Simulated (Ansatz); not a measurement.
Reaction (ligand exchange at the Si–O bond): `[OH][Al]([OH])[O][SiH3]` + NH₃ → `N[SiH3]` + `[OH][Al]([OH])[OH]`

Program: Ansatz. Geometries: PBE0-D4/def2-TZVP. ΔE: electronic, gas phase. CBS: MP2 limit from def2 TZ/QZ plus the TZ coupled-cluster correction, frozen cores. This one scheme is used for every species. DFT in def2-TZVPP. B3LYP here is the variant with VWN-RPA as its local correlation; programs differ in this. One conformer a species, not always the lowest.

`[OH][Al]([OH])[O][SiH3]`:

Cartesian coordinates in Å:
```
O 0.101 -2.398 0.237
Al -0.598 -0.995 -0.382
O -1.949 -1.112 -1.388
O 0.072 0.487 0.019
Si 1.027 1.633 0.661
H -0.244 -3.267 0.037
H -2.383 -0.350 -1.766
H 0.805 1.731 2.128
H 0.709 2.948 0.042
H 2.460 1.323 0.411
```

NH₃:

```xyz
4

N     0.133    0.015   -0.248
H    -0.673   -0.597   -0.289
H     0.739   -0.341    0.481
H    -0.198    0.922    0.057
```

`N[SiH3]`:

Cartesian coordinates in Å:
```
N 0.354 0.676 0.745
Si -0.319 -0.373 -0.440
H 0.940 1.443 0.455
H 0.672 0.298 1.622
H -0.947 0.468 -1.491
H 0.641 -1.293 -1.121
H -1.342 -1.219 0.229
```

`[OH][Al]([OH])[OH]`:

Cartesian coordinates in Å:
```
O -1.628 0.414 -0.174
Al 0.000 0.000 0.000
O 1.189 0.891 -0.803
O 0.439 -1.306 0.977
H -1.915 1.146 -0.718
H 2.119 0.688 -0.729
H -0.204 -1.834 1.447
```

**Question.** Is it downhill or uphill in electronic energy at CCSD(T)/CBS, and by how much? (An estimate is asked.)

**Answer.** Ansatz gave: Uphill: ΔE = +66.5 kJ/mol.

**Question.** What do these levels give: PBE-D4, PBE0-D4, ωB97M-V, PBE, B3LYP, MP2/def2-TZVPP, SCS-MP2/def2-TZVPP, CCSD/def2-TZVPP, HF/def2-QZVPP, HF/CBS(def2), MP2/CBS(def2), CCSD/CBS(def2)? (An estimate is asked.)

**Answer.** The calculation gave: PBE-D4 57.9, PBE0-D4 61.6, ωB97M-V 63.8, PBE 56.5, B3LYP 64.9, MP2/def2-TZVPP 66.5, SCS-MP2/def2-TZVPP 68.9, CCSD/def2-TZVPP 68.6, HF/def2-QZVPP 78.0, HF/CBS(def2) 78.2, MP2/CBS(def2) 65.6, CCSD/CBS(def2) 67.7 kJ/mol.

Largest T1 diagnostic among the species: 0.012.

In def2-TZVPP, CCSD(T) changes the Hartree–Fock value by −9.1 kJ/mol (the triples alone add −1.2 kJ/mol) and MP2 by −10.0 kJ/mol. From PBE to PBE0 (25 % exact exchange), in def2-TZVPP and without D4, ΔE moves by +3.6 kJ/mol.
